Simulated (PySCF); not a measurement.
Fractional electron number in Rb (rubidium, neutral)

The 5s alpha orbital of [Kr] 5s1 is emptied in steps (occupation f), with all orbitals relaxed, ending at [Kr]. Calculation: PySCF 2.14, in aug-cc-pVTZ-X2C; scalar relativity by spin-free X2C-1e. The exact energy is a straight line in f; departures are measured from the line between the end points of the same method.

```json
{"f": "1", "UHF (eV)": "0.000", "LDA (eV)": "0.000", "PBE (eV)": "0.000", "PBE0 (eV)": "0.000", "r2SCAN (eV)": "0.000", "LC-wPBE (eV)": "0.000", "BHandHLYP (eV)": "0.000", "wB97X (eV)": "0.000", "HSE06 (eV)": "0.000", "MN15 (eV)": "0.000"}
{"f": "0.75", "UHF (eV)": "0.003", "LDA (eV)": "-0.346", "PBE (eV)": "-0.351", "PBE0 (eV)": "-0.252", "r2SCAN (eV)": "-0.292", "LC-wPBE (eV)": "0.018", "BHandHLYP (eV)": "-0.183", "wB97X (eV)": "0.008", "HSE06 (eV)": "-0.312", "MN15 (eV)": "-0.193"}
{"f": "0.5", "UHF (eV)": "0.003", "LDA (eV)": "-0.455", "PBE (eV)": "-0.474", "PBE0 (eV)": "-0.339", "r2SCAN (eV)": "-0.369", "LC-wPBE (eV)": "0.022", "BHandHLYP (eV)": "-0.244", "wB97X (eV)": "0.016", "HSE06 (eV)": "-0.418", "MN15 (eV)": "-0.245"}
{"f": "0.25", "UHF (eV)": "0.002", "LDA (eV)": "-0.331", "PBE (eV)": "-0.360", "PBE0 (eV)": "-0.255", "r2SCAN (eV)": "-0.250", "LC-wPBE (eV)": "0.014", "BHandHLYP (eV)": "-0.182", "wB97X (eV)": "0.014", "HSE06 (eV)": "-0.318", "MN15 (eV)": "-0.146"}
{"f": "0", "UHF (eV)": "0.000", "LDA (eV)": "0.000", "PBE (eV)": "0.000", "PBE0 (eV)": "0.000", "r2SCAN (eV)": "0.000", "LC-wPBE (eV)": "0.000", "BHandHLYP (eV)": "0.000", "wB97X (eV)": "0.000", "HSE06 (eV)": "0.000", "MN15 (eV)": "0.000"}
```

```json
{"method": "UHF", "E(f=0) − E(f=1) (eV)": "3.803", "−ε at f=1 (eV)": "3.817", "−ε at f=0.5 (eV)": "3.803"}
{"method": "LDA", "E(f=0) − E(f=1) (eV)": "4.397", "−ε at f=1 (eV)": "2.547", "−ε at f=0.5 (eV)": "4.433"}
{"method": "PBE", "E(f=0) − E(f=1) (eV)": "4.285", "−ε at f=1 (eV)": "2.434", "−ε at f=0.5 (eV)": "4.259"}
{"method": "PBE0", "E(f=0) − E(f=1) (eV)": "4.204", "−ε at f=1 (eV)": "2.865", "−ε at f=0.5 (eV)": "4.195"}
{"method": "r2SCAN", "E(f=0) − E(f=1) (eV)": "4.079", "−ε at f=1 (eV)": "2.474", "−ε at f=0.5 (eV)": "4.166"}
{"method": "LC-wPBE", "E(f=0) − E(f=1) (eV)": "4.033", "−ε at f=1 (eV)": "4.131", "−ε at f=0.5 (eV)": "4.023"}
{"method": "BHandHLYP", "E(f=0) − E(f=1) (eV)": "4.154", "−ε at f=1 (eV)": "3.182", "−ε at f=0.5 (eV)": "4.154"}
{"method": "wB97X", "E(f=0) − E(f=1) (eV)": "3.877", "−ε at f=1 (eV)": "3.902", "−ε at f=0.5 (eV)": "3.899"}
{"method": "HSE06", "E(f=0) − E(f=1) (eV)": "4.219", "−ε at f=1 (eV)": "2.555", "−ε at f=0.5 (eV)": "4.203"}
{"method": "MN15", "E(f=0) − E(f=1) (eV)": "4.080", "−ε at f=1 (eV)": "3.031", "−ε at f=0.5 (eV)": "4.167"}
```

Orbital energy along the path (eV):

```tsv
f	UHF	LDA	PBE	PBE0	r2SCAN	LC-wPBE	BHandHLYP	wB97X	HSE06	MN15
1	-3.817	-2.547	-2.434	-2.865	-2.474	-4.131	-3.182	-3.902	-2.555	-3.031
0.75	-3.810	-3.484	-3.331	-3.526	-3.351	-4.078	-3.666	-3.913	-3.384	-3.587
0.5	-3.803	-4.433	-4.259	-4.195	-4.166	-4.023	-4.154	-3.899	-4.203	-4.167
0.25	-3.796	-5.344	-5.238	-4.888	-4.893	-3.984	-4.644	-3.832	-5.062	-4.761
0	-3.791	-5.948	-5.986	-5.362	-4.859	-3.969	-5.107	-3.660	-5.664	-4.253
```

As f goes to zero the orbital energy of a semilocal functional can turn back, because the density of that orbital vanishes from the exchange-correlation potential.

Reference removal energy between the ground levels: 4.177 eV (measured; NIST Atomic Spectra Database, ionization energies). UHF lacks correlation.
